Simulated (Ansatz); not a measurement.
Geometry optimisation, Ansatz 0.2.0, DFT LDA, scalar-relativistic, plane waves, PAW.

The input (input.yaml):

```yaml
crystal:
  lattice:
    - [5.048742, 0.0, 0.0]
    - [2.524371, 4.372339, 0.0]
    - [0.0, 0.0, 17.776426]
  atoms:
    - { symbol: H, position: [0.16666668, 0.16666667, 0.05625428] }
    - { symbol: H, position: [0.66666673, 0.16666667, 0.05625428] }
    - { symbol: H, position: [0.16666669, 0.6666667, 0.05625428] }
    - { symbol: H, position: [0.66666673, 0.6666667, 0.05625428] }
    - { symbol: C, position: [0.16666668, 0.16666667, 0.11813398] }
    - { symbol: C, position: [0.66666673, 0.16666667, 0.11813398] }
    - { symbol: C, position: [0.16666669, 0.6666667, 0.11813398] }
    - { symbol: C, position: [0.66666673, 0.6666667, 0.11813398] }
    - { symbol: C, position: [-0.16666667, 0.33333335, 0.14712097] }
    - { symbol: C, position: [0.33333337, 0.33333335, 0.14712097] }
    - { symbol: C, position: [-0.16666666, 0.83333337, 0.14712097] }
    - { symbol: C, position: [0.33333338, 0.83333337, 0.14712097] }
    - { symbol: C, position: [-0.16666667, 0.33333335, 0.23408195] }
    - { symbol: C, position: [0.33333337, 0.33333335, 0.23408195] }
    - { symbol: C, position: [-0.16666666, 0.83333337, 0.23408195] }
    - { symbol: C, position: [0.33333338, 0.83333337, 0.23408195] }
    - { symbol: C, position: [0.0, 0.0, 0.26306894] }
    - { symbol: C, position: [0.50000004, 0.0, 0.26306894] }
    - { symbol: C, position: [1.0e-08, 0.50000002, 0.26306894] }
    - { symbol: C, position: [0.50000005, 0.50000002, 0.26306894] }
    - { symbol: H, position: [0.50000004, 0.0, 0.32494865] }
    - { symbol: H, position: [1.0e-08, 0.50000002, 0.32494865] }
    - { symbol: H, position: [0.50000005, 0.50000002, 0.32494865] }
    - { symbol: "N", position: [1.0e-08, 0.50000002, 0.3834531], spin: 1.0 }
    - { symbol: "N", position: [0.33333338, 0.83333337, 0.31763559] }
magnetization:
  spin_polarized: true
basis:
  ecutwfc: 420.0
kpoints:
  mp_grid: { grid: [3, 3, 1] }
hamiltonian:
  xc: lda
  pseudopotentials: { kind: paw, azcp: { folder: soft_1 } }
scf:
  occupations: { method: gaussian, width: 0.05 }
  lower_state_search: "off"
relax:
  f_tol: 0.03
  max_steps: 60
  adjacent_minimum: "off"
  constraints: [{ sites: [0, 1, 2, 3, 4, 5, 6, 7, 8, 9, 10, 11] }]
```

Run as:

```bash
$ ansatz run input.yaml --threads 2 --pin off --max-ram 5120MiB --backend cpu --events-out ev --progress --plain --runs-dir out
```

Q: Where does it end, and by what steps?

A: The forces met the threshold. Limits of this set-up: thin slab, slab without dipole correction, no dispersion correction for a molecule that may bind weakly, PAW files made for another functional. After 10 steps the energy has fallen by 9.676 eV; N25 moved furthest, 1.52 Å. Parted: C16–N25 (1.49 → 2.42 Å), H22–N24 (1.04 → 1.66 Å).

```tsv
step	energy less start (eV)	largest force component (eV/Å)	accepted
0	0.0000	7.577	yes
1	-3.3366	6.716	yes
2	-5.4363	5.751	yes
3	-6.9857	4.573	yes
4	-8.1592	3.271	yes
5	-8.8880	2.082	yes
6	-9.3446	1.242	yes
7	-9.6015	0.521	yes
8	-9.6671	0.150	yes
9	-9.6751	0.098	yes
10	-9.6757	0.011	yes
```

```xyz
25
Lattice="5.0487 0.0000 0.0000 2.5244 4.3723 0.0000 0.0000 0.0000 17.7764" Properties=species:S:1:pos:R:3
H 1.262 0.729 1.000
H 3.787 0.729 1.000
H 2.524 2.915 1.000
H 5.049 2.915 1.000
C 1.262 0.729 2.100
C 3.787 0.729 2.100
C 2.524 2.915 2.100
C 5.049 2.915 2.100
C 0.000 1.457 2.615
C 2.524 1.457 2.615
C 1.262 3.644 2.615
C 3.787 3.644 2.615
C -0.002 1.475 4.144
C 2.524 1.458 4.146
C 1.246 3.636 4.144
C 3.800 3.636 4.146
C -0.001 0.001 4.687
C 2.522 0.000 4.632
C 1.261 2.187 4.605
C 3.785 2.188 4.632
H 2.522 -0.006 5.743
H 1.250 2.193 5.733
H 3.790 2.191 5.743
N 1.133 2.261 7.389
N 2.519 4.376 6.066
```

Whether the end is a true minimum wasn't checked by a vibrational analysis.

The run took 99 s on 2 threads of Arm Neoverse V2, with other jobs on the host, peak memory 0.64 GiB.
